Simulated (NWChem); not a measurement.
Species: C₄H₃N₂, doublet; SMILES [c]1ncccn1

All runs: NWChem. Spin-unrestricted. In the optimisation the excess spin sits in a1 (C2v, its own frame). Coordinates come from a PBE0/def2-SVP, spin-unrestricted optimisation. Not confirmed as a minimum by frequencies. No stability test was run on the SCF state. Level: B3LYP/def2-SVP with SMD (1 M gas to 1 M solution), gas-phase geometry. Reactions with the solvent are ignored.

| solvent | dielectric constant | solvation free energy (kcal/mol) | cavity-dispersion-structure term (kcal/mol) | dipole in solution (D) |
|---|---|---|---|---|
| water | 78.4 | -3.5 | 3.0 | 4.79 |
| chloroform | 4.71 | -8.2 | -3.3 | 4.44 |
| N,N-dimethylformamide | 37.2 | -8.6 | -2.2 | 4.77 |
| ethylene glycol | 40.2 | -2.4 | 3.9 | 4.77 |
| acetonitrile | 35.7 | -8.7 | -2.4 | 4.76 |
| tetrahydrofuran | 7.43 | -8.5 | -3.1 | 4.57 |
| ethanol | 24.9 | -6.1 | 0.1 | 4.74 |
